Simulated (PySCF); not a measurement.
A GIAO shielding run with PySCF 2.14 (density fitting, non-relativistic, gas phase) on `COC[Si@@H](N)C[SiH2][SiH3]`, C3H15NOSi3:

```
$ OMP_NUM_THREADS=1 python probes_run.py task.json out

{"job": {"kind": "nmr", "xc": "PBE0", "basis": "pcSseg-1"}, "charge": 0, "multiplicity": 1}
C     -2.822434     1.640078     1.010094
O     -2.126547     0.612630     0.361304
C     -1.395219    -0.216896     1.247628
Si    -0.525120    -1.517619     0.142050
N     -1.601430    -2.373537    -0.904198
C      0.722856    -0.613409    -0.963442
Si     2.206908     0.184242    -0.081885
Si     3.663636     1.082181    -1.635163
H     -3.366172     2.191630     0.244536
H     -2.134251     2.319210     1.530663
H     -3.533063     1.235822     1.743781
H     -2.080201    -0.678798     1.973098
H     -0.683505     0.386352     1.825822
H      0.074830    -2.540060     1.007827
H     -2.305792    -2.960728    -0.485269
H     -2.018006    -1.849014    -1.658497
H      1.091153    -1.317206    -1.709416
H      0.193051     0.164480    -1.514518
H      1.708251     1.205939     0.854460
H      2.846793    -0.838218     0.763045
H      3.047519     2.109097    -2.484023
H      4.833750     1.724561    -1.027708
H      4.198239     0.076247    -2.560158
```

Hardware: 1 thread of an Intel Xeon, shared host. The job also computes population analyses, field gradients.

Problem. How large is the calculation?

Solution. 90 electrons, 232 basis functions and 1271 auxiliary functions.

Problem. How long does it take, and how much memory does it need?

Solution. 2.9 min of wall time, with 14 SCF cycles and 4 response iterations; peak memory 1.1 GiB. Times on a shared host scatter by some tens of per cent.
